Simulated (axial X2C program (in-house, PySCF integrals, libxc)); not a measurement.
**Potential curves of SbO⁻, without spin–orbit coupling**

Calculated with an in-house relativistic program for diatomic molecules. Spin-free means the one-electron spin-free X2C Hamiltonian. Basis: Sb dyall-acv3z [12s13p9d5f1g], O dyall-av3z [7s6p3d2f] (cores contracted in-house); Gaussian nuclei, density fitting, unrestricted open shells. Masses: Sb 120.904 u, O 15.995 u.

State: M_S = 1, Λ = 0 (beyond evenly filled blocks: π+α, π-α). Energies in cm⁻¹ from the fragments at the same level (Sb + O-). Fits are polynomials in 1 − R0/R over 0.85 to 1.23 times the lowest point R0.

| R (Å) | PBE0 |
| --- | --- |
| 1.6286 | -24233 |
| 1.7035 | -30475 |
| 1.7597 | -33083 |
| 1.8158 | -34382 |
| 1.8720 | -34699 |
| 1.9375 | -34154 |
| 2.0030 | -32904 |
| 2.0873 | -30606 |
| 2.1902 | -27187 |
| 2.3400 | -21730 |

One determinant describes the state; a PBE0 search over occupations chose it and may have missed a lower one. Dissociation energies refer to the lowest single-determinant-based atoms at the same level and basis. Other states lie close and PBE0, whose exact exchange favours high spin, may order them wrongly; the determinant shown need not be the ground state. The nearest other spin-free determinant of the search, M_S = 0, Λ = 2, lies 0.62 eV up at the distance of the search. The highest occupied level of some functionals is positive through self-interaction error; at Hartree–Fock it is bound.

Question: Fit the PBE0 curve near its minimum: give the equilibrium distance, the harmonic wavenumber and the well depth.

Answer: At PBE0, spin-free: Re = 1.865 Å, ωe ≈ 757 cm⁻¹, De = 4.30 eV to Sb + O-; Be follows as 0.343 cm⁻¹.
